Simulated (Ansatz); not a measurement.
Program: Ansatz. Geometries: PBE0-D4/def2-TZVP. ΔE: electronic, gas phase. CCSD(T)/CBS adds triple-zeta CCSD(T) − MP2 to the extrapolated MP2 energy (def2 sets, frozen cores). This one scheme is used for every species. DFT in def2-TZVPP. Elements past krypton have def2 core potentials. For I, Zr outer-core shells are correlated without core-valence functions, which leaves a few kJ/mol of doubt a bond. One conformer a species, not always the lowest.

Consider the formal exchange of groups at a Zr–Cl bond: `[OH][Zr]([Cl])([Cl])[Cl]` + `CI` → `[OH][Zr]([Cl])([Cl])[I]` + `CCl`.

| level | ΔE (eV) |
| --- | --- |
| revPBE-D4 | 0.32 |
| LC-ωPBE | 0.33 |
| CCSD(T)/def2-SVP | 0.33 |
| SCS-MP2/def2-TZVPP | 0.29 |

**Question.** What does CCSD(T)/CBS give? (Best estimate.)

**Answer.** Ansatz gave: +0.32 eV. The listed levels differ from it by 0.00, 0.01, 0.01, -0.03 eV.

Largest T1 diagnostic among the species: 0.016.

From BLYP to BHLYP (50 % exact exchange), in def2-TZVPP and without D4, ΔE moves by −0.05 eV. Leaving LDA and LC-ωPBE aside and taking each functional with its dispersion term where it has one, the values, not all of them listed here, spread over 0.15 eV, from PBE-QIDH to B97M-V. LDA lies −0.04 eV from PBE without D4.
